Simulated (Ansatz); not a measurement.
Ansatz results at the PBE0-D4/def2-TZVP geometry: size of the dipole moment (ωB97M-V/def2-TZVPP) 2.46 D; HOMO–LUMO gap (PBE0/def2-TZVPP) 8.06 eV; HOMO energy (ωB97M-V/def2-TZVPP) -10.45 eV.

Each molecule was computed in one conformer, which needn't be the lowest.

**Question.** Which molecule gave them?
A. `F[SiH2]N[SiH2]Cl`
B. `C=C[Si@@H](O)[Si@@H](O)F`
C. `O[SiH](O)C[SiH2]F`
D. `O[SiH2]S[SiH](F)F`

**Answer.** D. The others give `O[SiH](O)C[SiH2]F`: 1.11, 8.66, -10.77; `F[SiH2]N[SiH2]Cl`: 2.36, 8.69, -10.94; `C=C[Si@@H](O)[Si@@H](O)F`: 1.18, 6.71, -9.50.
